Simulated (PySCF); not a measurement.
H2O3P, SMILES [P](O)(=O)O, multiplicity 2. Geometry: PBE-D3(BJ)/def2-SVP. The isomer is the one that the SMILES or the coordinates give; other isomers of the formula were not compared. One conformer was computed; it need not be the lowest.

Computed equilibrium geometry at PBE-D3(BJ)/def2-SVP (PySCF confirms it by a frequency run) as a Z-matrix (one conformer of several):
```
P
O 1 1.5086
O 1 1.6505 2 114.05
H 3 0.9795 1 109.96 2 -156.60
O 1 1.6726 2 117.18 3 -113.28
H 5 0.9790 1 110.01 2 -49.89
```
Charge 0, spin multiplicity 2.
